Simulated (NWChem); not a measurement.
A series in which one site is exchanged, each optimised at PBE0/def2-SVP with NWChem, gas phase unless a solvent is named. This build's default masses of Se (78.918 u) and Br (79.917 u) are each other's, which moves their modes by up to 0.6 %. For some, no frequency run checked for a minimum. def2 effective core potentials on I; no spin-orbit coupling.

A: [Cl][ZnH] (ZnHCl; site = H)
B: [F][Zn][Cl] (ZnClF; site = F)
C: [I][Zn][Cl] (ZnICl; site = I)
D: [Cl][Zn][Br] (ZnBrCl; site = Br)

Values for A:

- dipole (D), PBE0/def2-SVP = 1.90
- orbital gap (eV), PBE0/def2-SVP = 8.29
- static polarisability, PBE/def2-SVPD (bohr³) = 41.0
- lowest singlet excitation, PBE/def2-SVPD, TDA (eV) = 6.21

Q: How do these values change for the other members?

A: 
```tsv
change from A	B	C	D
dipole (D), PBE0/def2-SVP	-1.61	-1.26	-1.64
orbital gap (eV), PBE0/def2-SVP	-0.86	-2.03	-1.37
static polarisability, PBE/def2-SVPD (bohr³)	-4.2	+35.9	+20.6
lowest singlet excitation, PBE/def2-SVPD, TDA (eV)	-0.87	-1.86	-1.32
```
